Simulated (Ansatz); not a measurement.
`[Cl][InH][GeH3]` and `[Cl][InH][SeH]` differ in one atom or group.

Ansatz, PBE0-D4/def2-TZVP geometries, multiplicity 1. Each molecule was computed in one conformer, which needn't be the lowest.

Elements past krypton have def2 core potentials. Scalar relativity is left out up to krypton.

```
                                        property  `[Cl][InH][GeH3]`
               LUMO energy (PBE/def2-TZVPP) / eV              -2.82
size of the dipole moment (B3LYP/def2-TZVPP) / D               2.92
           LUMO energy (ωB97M-V/def2-TZVPP) / eV              -0.56
             HOMO energy (B3LYP/def2-TZVPP) / eV              -7.47
             LUMO energy (B3LYP/def2-TZVPP) / eV              -2.38
           HOMO energy (ωB97M-V/def2-TZVPP) / eV              -9.70
```

Task: Give the same properties after the change, and the shifts. (Estimate.)

Result: Ansatz gave: 
```tsv
property	`[Cl][InH][SeH]`	shift
LUMO energy (PBE/def2-TZVPP) / eV	-2.39	0.43
size of the dipole moment (B3LYP/def2-TZVPP) / D	2.77	-0.15
LUMO energy (ωB97M-V/def2-TZVPP) / eV	-0.18	0.38
HOMO energy (B3LYP/def2-TZVPP) / eV	-7.28	0.19
LUMO energy (B3LYP/def2-TZVPP) / eV	-1.97	0.41
HOMO energy (ωB97M-V/def2-TZVPP) / eV	-9.64	0.06
```

With PBE0 the HOMO rises by 0.16 eV and the LUMO rises by 0.41 eV, so the gap widens by about 0.25 eV. PBE moves the HOMO by 0.16 eV and ωB97M-V by 0.06 eV. The zero-point energy changes by -38.8 kJ/mol with -6 modes. Dipoles are sizes alone; their direction can turn.

B3LYP here is the variant with VWN-RPA as its local correlation; programs differ in this.

Spin–orbit coupling is left out; it splits and shifts lone-pair levels of the heavy atoms by tenths of an eV.
